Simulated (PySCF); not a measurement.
# Ni⁺: excitation energy

Ni⁺ [Ar] 3d9 (2D) → Ni⁺ [Ar] 3d8 4p1 (high-spin determinant), as a difference of total energies. Computed with PySCF 2.14 in aug-cc-pVDZ-DK, with the spin-free X2C one-electron Hamiltonian (Gaussian nucleus). Correlated levels: valence: [Ar] frozen. The calculations carry no spin-orbit coupling.

```json
{"method": "UHF", "excitation energy (eV)": "4.179"}
{"method": "MP2 (valence)", "excitation energy (eV)": "6.823"}
{"method": "SCS-MP2 (valence)", "excitation energy (eV)": "6.629"}
{"method": "CCSD (valence)", "excitation energy (eV)": "6.070"}
{"method": "CCSD(T) (valence)", "excitation energy (eV)": "6.155"}
```

Question: How much does correlation contribute at CCSD(T) (valence)?

Answer: 6.155 − (4.179) = 1.976 eV, measured against UHF.

The determinant of the upper state mixes LS terms, which raises its energy above the lowest term, most at the Hartree-Fock and MP2 levels.
